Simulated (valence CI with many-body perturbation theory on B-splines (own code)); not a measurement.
# Co¹³⁺: electric-dipole lines

Computed by valence CI with perturbative core correlation (CI+MBPT): four valence electrons over a frozen Dirac-Fock core [Ne], radial functions for each j: 11 s, 11 p, 9 d, 7 f, 5 g, 2 h, 1 i, with the one-electron correlation potential Σ1 (screened to all orders), the two-electron term Σ2, the three-electron term Σ3, Breit, model QED; selected single and double excitations, second order for the rest (own B-spline code, finite nucleus).

No measured spectrum was set against this ion. As an estimate, levels of excited configurations hold to 0.05 to 0.15 % of their energy, terms of the ground configuration to about 0.5 %.

Lines 151 to 200 of 226 in falling wavelength, among levels below 880830 cm⁻¹, chosen from the strongest by gf and those to the six lowest levels. Wavelengths and rates use the calculated energies, so an error of 200 cm⁻¹ moves a line at 20.07 nm by 0.04 % and its rate by three times that or more. Electric multipoles are in the length gauge, E1 and E2 with the static RPA response of the core. Weak lines are less certain than strong ones. Lines between different terms over intervals too small for the method are left out, as are lines whose strength nearly cancels. Where a level lies close to another of its J and parity, the split of strength between their lines is uncertain. The highest levels of a list are the least certain.

Names give the largest LS component (configuration and term), which can be under half, so a name can repeat, a term be missing and a line seem to break the LS rules; names also repeat where a configuration has a term twice. Letters in brackets count levels of one name in rising energy.

| λ vac (nm) | Upper | Lower | A (s⁻¹) | log gf | Branch % |
| --- | --- | --- | --- | --- | --- |
| 20.07 | 3s2.3p.3d 3P°_2 | 3s2.3p2 3P_2 | 1.91e+10 | -0.24 | 35.0 |
| 19.94 | 3s.3p2.3d 3P_0 [b] | 3s.3p3 3P°_1 | 4.11e+10 | -0.61 | 82.8 |
| 19.91 | 3s.3p2.3d 3D_2 [a] | 3s.3p3 3D°_3 | 9.68e+09 | -0.54 | 23.4 |
| 19.91 | 3s.3p2.3d 3F_3 [a] | 3s.3p3 5S°_2 | 1.91e+08 | -2.10 | 19.7 |
| 19.87 | 3s.3p2.3d 3P_1 [b] | 3s.3p3 3P°_2 | 9.82e+09 | -0.76 | 20.0 |
| 19.87 | 3s.3p2.3d 3D_3 [a] | 3s.3p3 3D°_3 | 3.25e+10 | 0.13 | 77.5 |
| 19.86 | 3s.3p2.3d 3D_3 [b] | 3s.3p3 3P°_2 | 1.77e+10 | -0.13 | 59.5 |
| 19.84 | 3s.3p2.3d 3P_1 [b] | 3s.3p3 3P°_1 | 1.66e+10 | -0.53 | 33.9 |
| 19.80 | 3s.3p2.3d 3P_1 [b] | 3s.3p3 3P°_0 | 1.52e+10 | -0.57 | 30.9 |
| 19.78 | 3s.3p2.3d 3D_1 [a] | 3s.3p3 3D°_2 | 1.50e+10 | -0.58 | 36.3 |
| 19.77 | 3s.3p2.3d 3D_1 [a] | 3s.3p3 3D°_1 | 2.37e+10 | -0.38 | 57.5 |
| 19.76 | 3s.3p2.3d 3D_2 [a] | 3s.3p3 3D°_2 | 1.96e+10 | -0.24 | 47.4 |
| 19.75 | 3s.3p2.3d 3D_2 [a] | 3s.3p3 3D°_1 | 9.14e+09 | -0.57 | 22.1 |
| 19.72 | 3s.3p2.3d 3D_3 [a] | 3s.3p3 3D°_2 | 4.64e+09 | -0.72 | 11.1 |
| 19.70 | 3s2.3p.3d 3P°_1 | 3s2.3p2 3P_2 | 5.63e+09 | -1.01 | 9.4 |
| 19.68 | 3s.3p2.3d 3P_2 [b] | 3s.3p3 3P°_2 | 3.59e+10 | 0.02 | 72.0 |
| 19.65 | 3s.3p2.3d 3P_2 [b] | 3s.3p3 3P°_1 | 7.85e+09 | -0.64 | 15.8 |
| 19.64 | 3s2.3p.3d 3P°_2 | 3s2.3p2 3P_1 | 2.13e+10 | -0.21 | 38.9 |
| 19.60 | 3s.3p2.3d 1G_4 | 3s.3p3 3D°_3 | 2.26e+09 | -0.93 | 69.8 |
| 19.56 | 3s2.3p.3d 1P°_1 | 3s2.3p2 1S_0 | 5.95e+10 | 0.01 | 98.6 |
| 19.47 | 3s2.3p.3d 1D°_2 | 3s2.3p2 3P_2 | 1.21e+09 | -1.46 | 2.0 |
| 19.44 | 3s.3p2.3d 1F_3 | 3s.3p3 3D°_3 | 3.56e+09 | -0.85 | 13.4 |
| 19.29 | 3s.3p2.3d 1F_3 | 3s.3p3 3D°_2 | 2.94e+09 | -0.94 | 11.0 |
| 19.29 | 3s2.3p.3d 3P°_1 | 3s2.3p2 3P_1 | 1.27e+09 | -1.67 | 2.1 |
| 19.23 | 3s.3p2.3d 3S_1 | 3s.3p3 3P°_2 | 1.73e+10 | -0.54 | 34.6 |
| 19.20 | 3s.3p2.3d 3S_1 | 3s.3p3 3P°_1 | 1.41e+10 | -0.63 | 28.1 |
| 19.18 | 3s.3p2.3d 5P_3 | 3s.3p3 5S°_2 | 5.81e+10 | 0.35 | 99.3 |
| 19.18 | 3s2.3p.3d 3D°_1 | 3s2.3p2 3P_2 | 1.48e+10 | -0.61 | 22.9 |
| 19.14 | 3s.3p2.3d 3D_1 [c] | 3s.3p3 3P°_2 | 8.99e+09 | -0.83 | 18.7 |
| 19.08 | 3s2.3p.3d 3D°_3 | 3s2.3p2 3P_2 | 6.72e+10 | 0.41 | 95.1 |
| 19.07 | 3s2.3p.3d 1D°_2 | 3s2.3p2 3P_1 | 2.28e+10 | -0.21 | 37.0 |
| 19.07 | 3s.3p2.3d 3D_1 [c] | 3s.3p3 3P°_0 | 9.48e+09 | -0.81 | 19.8 |
| 19.06 | 3s2.3p.3d 3D°_2 | 3s2.3p2 3P_2 | 3.50e+10 | -0.02 | 52.7 |
| 19.05 | 3s.3p2.3d 3F_2 [b] | 3s.3p3 3D°_3 | 1.66e+09 | -1.35 | 3.3 |
| 19.03 | 3s.3p2.3d 5P_2 | 3s.3p3 5S°_2 | 5.95e+10 | 0.21 | 99.1 |
| 18.97 | 3s2.3p.3d 3P°_0 | 3s2.3p2 3P_1 | 4.96e+10 | -0.57 | 100.0 |
| 18.94 | 3s.3p2.3d 5P_1 | 3s.3p3 5S°_2 | 6.14e+10 | 0.00 | 99.7 |
| 18.91 | 3s.3p2.3d 3F_2 [b] | 3s.3p3 3D°_2 | 1.78e+10 | -0.32 | 35.0 |
| 18.90 | 3s.3p2.3d 3F_2 [b] | 3s.3p3 3D°_1 | 2.32e+10 | -0.21 | 45.5 |
| 18.86 | 3s2.3p.3d 3P°_1 | 3s2.3p2 3P_0 | 5.24e+10 | -0.08 | 87.0 |
| 18.79 | 3s.3p2.3d 3F_3 [b] | 3s.3p3 3D°_3 | 1.38e+10 | -0.29 | 25.9 |
| 18.79 | 3s2.3p.3d 3D°_1 | 3s2.3p2 3P_1 | 4.20e+10 | -0.18 | 65.2 |
| 18.68 | 3s2.3p.3d 3D°_2 | 3s2.3p2 3P_1 | 2.15e+10 | -0.25 | 32.3 |
| 18.66 | 3s.3p2.3d 3F_3 [b] | 3s.3p3 3D°_2 | 3.24e+10 | 0.07 | 61.0 |
| 18.54 | 3s.3p2.3d 3D_1 [b] | 3s.3p3 3D°_2 | 3.36e+09 | -1.28 | 8.7 |
| 18.53 | 3s.3p2.3d 3D_1 [b] | 3s.3p3 3D°_1 | 1.02e+10 | -0.80 | 26.4 |
| 18.51 | 3s.3p2.3d 3P_2 [a] | 3s.3p3 5S°_2 | 1.16e+09 | -1.53 | 2.6 |
| 18.44 | 3s2.3p.3d 1F°_3 | 3s2.3p2 1D_2 | 7.09e+10 | 0.40 | 93.5 |
| 18.43 | 3s.3p2.3d 3D_2 [b] | 3s.3p3 3D°_2 | 3.33e+09 | -1.07 | 9.2 |
| 18.43 | 3s.3p2.3d 3F_4 [b] | 3s.3p3 3D°_3 | 5.32e+10 | 0.39 | 93.6 |

Q: How does gf follow from A for the line at 19.77 nm?

A: gf = 1.4992 × (2J+1)_upper × A / σ², with σ = 505881 cm⁻¹ and 2J+1 = 3: gf = 0.417.
